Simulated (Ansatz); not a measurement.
Consider the formal exchange of groups at a C–Al bond: `[AlH2][CH2][GeH3]` + `C[SiH](Cl)Cl` → `Cl[SiH](Cl)C[CH2][GeH3]` + `[AlH3]`.

Program: Ansatz. Geometries: PBE0-D4/def2-TZVP. ΔE: electronic, gas phase. CCSD(T)/CBS is the MP2 limit (def2-TZVPP, def2-QZVPP) plus CCSD(T) − MP2 in def2-TZVPP, frozen cores. This one scheme is used for every species. Functionals use def2-TZVPP. B3LYP here is the variant with VWN-RPA as its local correlation; programs differ in this. For Ge outer-core shells are correlated without core-valence functions, which leaves a few kJ/mol of doubt a bond. Scalar relativity is left out up to krypton. One conformer a species, not always the lowest.

```json
{"level": "LDA (SPW92)", "ΔE (kJ/mol)": "69.2", "difference from CCSD(T)/CBS": "-2.3"}
{"level": "BLYP-D4", "ΔE (kJ/mol)": "67.5", "difference from CCSD(T)/CBS": "-4.0"}
{"level": "B3LYP-D4", "ΔE (kJ/mol)": "69.3", "difference from CCSD(T)/CBS": "-2.2"}
{"level": "ωB97M-V", "ΔE (kJ/mol)": "71.8", "difference from CCSD(T)/CBS": "0.3"}
{"level": "PBE", "ΔE (kJ/mol)": "79.1", "difference from CCSD(T)/CBS": "7.6"}
{"level": "r2SCAN", "ΔE (kJ/mol)": "81.1", "difference from CCSD(T)/CBS": "9.6"}
{"level": "B3LYP", "ΔE (kJ/mol)": "81.0", "difference from CCSD(T)/CBS": "9.5"}
{"level": "BHLYP", "ΔE (kJ/mol)": "78.9", "difference from CCSD(T)/CBS": "7.4"}
{"level": "RPA@PBE/def2-TZVPP", "ΔE (kJ/mol)": "63.0", "difference from CCSD(T)/CBS": "-8.5"}
{"level": "CCSD/def2-SVP", "ΔE (kJ/mol)": "59.4", "difference from CCSD(T)/CBS": "-12.1"}
{"level": "CCSD(T)/def2-SVP", "ΔE (kJ/mol)": "57.8", "difference from CCSD(T)/CBS": "-13.7"}
{"level": "SCS-MP2/def2-TZVPP", "ΔE (kJ/mol)": "69.7", "difference from CCSD(T)/CBS": "-1.8"}
{"level": "CCSD(T)/def2-TZVPP", "ΔE (kJ/mol)": "69.8", "difference from CCSD(T)/CBS": "-1.7"}
{"level": "HF/def2-QZVPP", "ΔE (kJ/mol)": "78.0", "difference from CCSD(T)/CBS": "6.5"}
{"level": "MP2/def2-QZVPP", "ΔE (kJ/mol)": "72.6", "difference from CCSD(T)/CBS": "1.1"}
{"level": "HF/CBS(def2)", "ΔE (kJ/mol)": "78.2", "difference from CCSD(T)/CBS": "6.7"}
{"level": "CCSD(T)/CBS", "ΔE (kJ/mol)": "71.5", "difference from CCSD(T)/CBS": "0"}
```

Largest T1 diagnostic among the species: 0.011.

The D4 term adds −11.8 kJ/mol with B3LYP and −6.9 kJ/mol with PBE0; it sums over pairs of atoms, weighted by their polarisabilities, and B3LYP, whose exchange is more repulsive, gets the larger term. In def2-TZVPP, CCSD(T) changes the Hartree–Fock value by −7.3 kJ/mol (the triples alone add −0.9 kJ/mol) and MP2 by −5.9 kJ/mol. Leaving LDA and LC-ωPBE aside and taking each functional with its dispersion term where it has one, the values, not all of them listed here, spread over 13.0 kJ/mol, from revPBE-D4 to r2SCAN-D4. LDA lies −9.9 kJ/mol from PBE without D4.
